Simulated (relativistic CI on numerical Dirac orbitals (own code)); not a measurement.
## Re34+: q coefficients and field-shift factors

These numbers are calculated, not measured: Dirac-Coulomb-Breit CI, separate exchange-only KLI orbitals for each configuration, derivatives by finite differences, unscaled Slater integrals, QED left out (own radial code, finite nucleus).

CI space (outside the closed core [Ar] 3d10): 4s²4p⁶4d⁵, 4s²4p⁶4d⁴4f, 4s²4p⁴4d⁷, 4s4p⁶4d⁶, 4p⁶4d⁷, 4s²4p⁶4d⁴5s, 4s²4p⁶4d³5s², 4p⁶4d⁵5s². Levels of other configurations are missing.

With x = (α/α₀)² − 1 an excitation energy changes as ω = ω₀ + qx; K = 2q/ω₀ is the relative enhancement. Terms are leading LS components, so labels can repeat. The field-shift factor is F = δν/δ⟨r²⟩ for the transition from the lowest level.

Lowest level 4s²4p⁶4d⁵ ⁴P5/2.

```csv
Level,ω₀ (cm⁻¹),q (cm⁻¹),F (GHz/fm²)
4s²4p⁶4d⁵ ⁶S5/2,112722,144100,4.43
4s²4p⁶4d⁵ ⁴G7/2,154838,141500,4.39
4s²4p⁶4d⁵ ⁴D3/2,156174,143900,3.95
4s²4p⁶4d⁵ ²H11/2,165360,141500,4.97
4s²4p⁶4d⁵ ⁴G9/2,177829,146500,4.8
4s²4p⁶4d⁵ ⁴D5/2,184486,153600,4.55
4s²4p⁶4d⁵ ⁴P1/2,189564,161700,4.31
4s²4p⁶4d⁵ ²F7/2,202163,145600,4.15
4s²4p⁶4d⁵ ²D3/2,244385,169300,5.55
4s²4p⁶4d⁵ ²D5/2,263225,282200,8.16
4s²4p⁶4d⁵ ⁴D7/2,290822,293100,8.41
4s²4p⁶4d⁵ ²I11/2,299392,290800,9.22
4s²4p⁶4d⁵ ⁴G9/2,303074,289900,8.63
4s²4p⁶4d⁵ ⁴D1/2,308617,299100,8.34
4s²4p⁶4d⁵ ⁴P3/2,313212,298000,8.67
4s²4p⁶4d⁵ ²I13/2,320723,291500,9.61
4s²4p⁶4d⁵ ²F5/2,321218,293900,8.4
4s²4p⁶4d⁵ ²H9/2,341073,294400,9.26
4s²4p⁶4d⁵ ²G7/2,349549,294200,8.5
4s²4p⁶4d⁵ ⁴F5/2,350313,295400,9.05
4s²4p⁶4d⁵ ²D3/2,356667,286700,7.13
4s²4p⁶4d⁵ ⁴P1/2,370850,294600,8.14
4s²4p⁶4d⁵ ²G7/2,374391,297800,9.23
```

At this charge energies of transitions that change n are usually good to better than 1 %, and those within a shell (Δn = 0) to a few per cent. Terms inside the open d or f shell come out 10 to 20 % too wide with unscaled integrals.

(1) Which transition from the lowest level has the largest |K|?

## Answers

(1) 4s²4p⁶4d⁵ ⁶S5/2 at 112722 cm⁻¹, K = 2.56.
